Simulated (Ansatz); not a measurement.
The same ligand exchange along the group Ti, Zr, Hf.

Program: Ansatz. Geometries: PBE0-D4/def2-TZVP. ΔE: electronic, gas phase. CCSD(T)/CBS adds triple-zeta CCSD(T) − MP2 to the extrapolated MP2 energy (def2 sets, frozen cores). This one scheme is used for every species. def2 core potentials past Kr. For Br, Hf, Ti, Zr outer-core shells are correlated without core-valence functions, which leaves a few kJ/mol of doubt a bond. Scalar relativity is left out up to krypton.

```csv
reaction,CCSD/CBS(def2) (eV)
`[Cl][Ti]([Cl])([Br])[Br]` + HCl → `[Cl][Ti]([Cl])([Cl])[Br]` + HBr,0.04
`[Cl][Zr]([Cl])([Br])[Br]` + HCl → `[Cl][Zr]([Cl])([Cl])[Br]` + HBr,0.03
`[Cl][Hf]([Cl])([Br])[Br]` + HCl → `[Cl][Hf]([Cl])([Cl])[Br]` + HBr,0.02
```

(1) Give the CCSD(T)/CBS values in the same order. (Best estimate.)

Largest T1 diagnostic: 0.023, for `[Cl][Ti]([Cl])([Cl])[Br]`.

## Answers

(1) The calculation gave: 0.06, 0.04, 0.02 eV.
